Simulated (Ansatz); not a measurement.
`[F][GeH]([F])[Cl]` + `P[SiH2][AlH][Cl]` → `[F][Ge]([F])([Cl])[Cl]` + `[AlH2][SiH2]P`  (redistribution)

Gas-phase electronic energies from Ansatz, PBE0-D4/def2-TZVP geometries. CCSD(T)/CBS is the MP2 limit (def2-TZVPP, def2-QZVPP) plus CCSD(T) − MP2 in def2-TZVPP, frozen cores. DFT in def2-TZVPP. B3LYP here is the variant with VWN-RPA as its local correlation; programs differ in this. For Ge outer-core shells are correlated without core-valence functions, which leaves a few kJ/mol of doubt a bond. Scalar relativity is left out up to krypton. One conformer a species, not always the lowest.

`[F][GeH]([F])[Cl]`:

```xyz
5

F     1.118    0.943    0.868
Ge    0.074   -0.019   -0.091
F     0.144   -1.585    0.600
Cl   -1.889    0.711    0.158
H     0.552   -0.050   -1.534
```

`P[SiH2][AlH][Cl]`:

Z-matrix (Å, degrees):
```
Si
Al 1 2.431
P 1 2.274 2 108.5
H 1 1.489 2 113.0 3 117.6
H 1 1.490 2 114.1 3 -118.4
Cl 2 2.106 1 115.3 3 -74.5
H 2 1.581 1 127.7 3 98.8
H 3 1.422 1 94.8 2 -48.9
H 3 1.422 1 94.5 2 44.8
```

`[F][Ge]([F])([Cl])[Cl]`:

```xyz
5

F     1.215   -0.575    1.099
Ge    0.051    0.009   -0.001
F     0.900    0.966   -1.128
Cl   -1.329    1.209    1.025
Cl   -0.836   -1.609   -0.996
```

`[AlH2][SiH2]P`:

```xyz
9

Al    0.497    1.334    1.424
Si   -0.355   -0.651    0.257
P     0.554   -0.753   -1.818
H     2.063    1.591    1.481
H    -0.487    2.374    2.113
H    -1.844   -0.723    0.224
H     0.124   -1.882    0.956
H    -0.399   -1.671   -2.334
H    -0.153    0.381   -2.302
```

```csv
level,ΔE (kJ/mol),difference from CCSD(T)/CBS
LDA (SPW92),116.4,-1.7
r2SCAN-D4,116.7,-1.4
B97M-V,107.0,-11.1
B3LYP-D4,115.5,-2.6
r2SCAN0-D4,116.8,-1.3
BHLYP-D4,116.3,-1.8
r2SCANh,116.8,-1.3
LC-ωPBE,114.9,-3.2
RPA@PBE/def2-TZVPP,107.5,-10.6
HF/def2-TZVPP,114.5,-3.6
CCSD(T)/CBS,118.1,0
```

Largest T1 diagnostic among the species: 0.014.

Leaving LDA and LC-ωPBE aside and taking each functional with its dispersion term where it has one, the values spread over 9.8 kJ/mol, from B97M-V to r2SCAN0-D4. At CCSD(T), def2-SVP lies −5.7 kJ/mol from the extrapolated value and def2-TZVPP −5.8 kJ/mol.
